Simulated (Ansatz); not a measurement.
Computed with Ansatz on PBE0-D4/def2-TZVP structures; ΔE is electronic, products minus reactants. CCSD(T)/CBS adds triple-zeta CCSD(T) − MP2 to the extrapolated MP2 energy (def2 sets, frozen cores). This one scheme is used for every species. For Ga outer-core shells are correlated without core-valence functions, which leaves a few kJ/mol of doubt a bond. Scalar relativity is left out up to krypton. One conformer a species, not always the lowest.

Reaction (hydrogenolysis of a Ga–O bond): `C[O][Ga]([OH])[CH2][SiH3]` + H₂ → `[OH][GaH][CH2][SiH3]` + CH₃OH

`C[O][Ga]([OH])[CH2][SiH3]`:

Z-matrix (Å, degrees):
```
C
O 1 1.402
H 1 1.098 2 112.3
H 1 1.094 2 108.8 3 118.9
H 1 1.099 2 112.8 3 -122.2
Ga 2 1.787 1 123.3 3 69.3
C 6 1.940 2 120.7 1 179.6
O 6 1.787 2 117.2 1 0.0
Si 7 1.870 6 114.0 2 -89.4
H 7 1.093 6 108.0 2 149.0
H 7 1.093 6 107.8 2 32.0
H 8 0.959 6 114.4 2 -0.8
H 9 1.487 7 110.2 6 -60.0
H 9 1.488 7 110.2 6 59.4
H 9 1.488 7 111.2 6 179.7
```

H₂:

```xyz
2

H     0.310    0.192   -0.078
H    -0.310   -0.192    0.078
```

`[OH][GaH][CH2][SiH3]`:

Cartesian coordinates in Å:
```
O -0.088 2.281 -1.110
Ga 0.478 0.621 -1.473
C 0.774 -0.587 0.051
Si -0.741 -0.811 1.115
H -0.241 2.450 -0.178
H 0.664 0.336 -2.993
H 1.130 -1.554 -0.313
H 1.568 -0.152 0.669
H -1.166 0.505 1.670
H -1.872 -1.349 0.308
H -0.506 -1.738 2.255
```

CH₃OH:

```xyz
6

C     0.222   -0.188   -0.206
O    -0.156    0.728    0.796
H     1.312   -0.204   -0.229
H    -0.135    0.109   -1.200
H    -0.129   -1.206    0.004
H    -1.114    0.760    0.834
```

CCSD(T)/CBS gives +10.6 kcal/mol.

(1) Another level gave +10.9 kcal/mol. Which?
A. CCSD(T)/def2-TZVPP
B. MP2/def2-TZVPP
C. HF/def2-TZVPP
D. CCSD/def2-TZVPP

Largest T1 diagnostic among the species: 0.014.

## Answers

(1) A. CCSD(T)/def2-TZVPP 10.9, CCSD/def2-TZVPP 9.8, HF/def2-TZVPP 6.6, MP2/def2-TZVPP 12.6 kcal/mol.

From PBE to PBE0 (25 % exact exchange), in def2-TZVPP and without D4, ΔE moves by −0.9 kcal/mol. The D4 term adds +2.2 kcal/mol with B3LYP and +1.3 kcal/mol with PBE0; it sums over pairs of atoms, weighted by their polarisabilities, and B3LYP, whose exchange is more repulsive, gets the larger term.

B3LYP here is the variant with VWN-RPA as its local correlation; programs differ in this.
